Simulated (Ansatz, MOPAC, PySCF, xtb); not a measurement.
Complex: C2H2 (SMILES C#C) (first 4 atoms) with N2 (SMILES N#N); geometry from B3LYP-D3(BJ)/def2-TZVP.
(charge 0, multiplicity 1):
```tsv
atom	x (Å)	y (Å)	z (Å)
C	-0.4374	0.4278	-1.0306
C	-0.0409	0.0401	0.0303
H	-0.7903	0.7730	-1.9716
H	0.3088	-0.3019	0.9744
N	0.4424	-0.4346	4.6429
N	0.5160	-0.5056	3.5572
```

Interaction energies are E(AB) − E(A) − E(B) at the monomers' geometry in the complex; basis-set methods are counterpoise corrected.

The state that AM1 reach isn't checked.

Run with Ansatz (an electronic-structure program); MOPAC for AM1 (differences of heats of formation); PySCF for the dispersion terms; xtb for the GFN methods. Each number belongs to the level named beside it.

Task: One of these levels gives -2.6 kJ/mol for the interaction energy. Which?
(A) SVWN5/def2-TZVPPD
(B) GFN2-xTB
(C) AM1
(D) PBE-D3(BJ)/def2-TZVPPD

Result: B, GFN2-xTB. The others give 0.3 (AM1), -5.3 (SVWN5/def2-TZVPPD), -3.8 (PBE-D3(BJ)/def2-TZVPPD)
